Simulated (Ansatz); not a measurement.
Gas-phase electronic energies from Ansatz, PBE0-D4/def2-TZVP geometries. CCSD(T)/CBS adds triple-zeta CCSD(T) − MP2 to the extrapolated MP2 energy (def2 sets, frozen cores). DFT in def2-TZVPP. Each species was taken in one conformer, which may not be the lowest.

Consider the redistribution: `[AlH2][B]([SiH3])O[SiH3]` + `O[SiH](F)F` → `F[SiH](F)[AlH2]` + `OB([SiH3])O[SiH3]`.

`[AlH2][B]([SiH3])O[SiH3]`:

```xyz
13

Al   -0.892    1.634    0.287
B     0.488    0.001   -0.100
Si    2.476    0.154   -0.501
O    -0.081   -1.249   -0.062
Si   -1.689   -1.453    0.256
H    -1.113    2.191    1.766
H    -1.664    2.359   -0.906
H     2.658    1.017   -1.705
H     3.140    0.865    0.632
H     3.196   -1.132   -0.733
H    -2.370   -2.081   -0.896
H    -2.274   -0.071    0.466
H    -1.876   -2.235    1.497
```

`O[SiH](F)F`:

Cartesian coordinates in Å:
```
O 1.172 -0.448 -0.217
Si -0.266 0.110 0.258
F -1.441 -0.816 -0.263
F -0.554 1.544 -0.351
H 1.373 -0.561 -1.147
H -0.283 0.171 1.719
```

`F[SiH](F)[AlH2]`:

Z-matrix (Å, degrees):
```
Si
F 1 1.601
Al 1 2.481 2 109.3
F 1 1.601 2 106.6 3 118.0
H 1 1.487 2 105.9 3 -129.4
H 3 1.587 1 119.9 2 -122.3
H 3 1.585 1 119.5 2 57.7
```

`OB([SiH3])O[SiH3]`:

Z-matrix (Å, degrees):
```
Si
B 1 2.040
H 1 1.491 2 110.6
H 1 1.491 2 110.6 3 -118.4
H 1 1.486 2 111.5 3 120.8
O 2 1.366 1 123.9 3 59.3
O 2 1.357 1 117.6 3 -120.7
Si 6 1.650 2 134.9 1 -0.0
H 7 0.965 2 112.1 1 -180.0
H 8 1.482 6 108.3 2 120.2
H 8 1.486 6 110.2 2 -0.2
H 8 1.482 6 108.3 2 -120.6
```

```json
{"species": "`[AlH2][B]([SiH3])O[SiH3]`", "r2SCAN energy (Eh)": "-926.24394"}
{"species": "`O[SiH](F)F`", "r2SCAN energy (Eh)": "-565.79393"}
{"species": "`F[SiH](F)[AlH2]`", "r2SCAN energy (Eh)": "-733.48544"}
{"species": "`OB([SiH3])O[SiH3]`", "r2SCAN energy (Eh)": "-758.56630"}
```

Q: Work out ΔE.

A: ΔE = (-733.48544) + (-758.56630) − (-926.24394) − (-565.79393) = -0.01387 Eh = -36.4 kJ/mol. CCSD(T)/CBS gives -34.4 kJ/mol.

Largest T1 diagnostic among the species: 0.014.

The D4 term adds +3.3 kJ/mol with B3LYP and +1.7 kJ/mol with PBE0; it sums over pairs of atoms, weighted by their polarisabilities, and B3LYP, whose exchange is more repulsive, gets the larger term. In def2-TZVPP, CCSD(T) changes the Hartree–Fock value by +13.3 kJ/mol (the triples alone add +2.1 kJ/mol) and MP2 by +14.8 kJ/mol.

B3LYP here is the variant with VWN-RPA as its local correlation; programs differ in this.
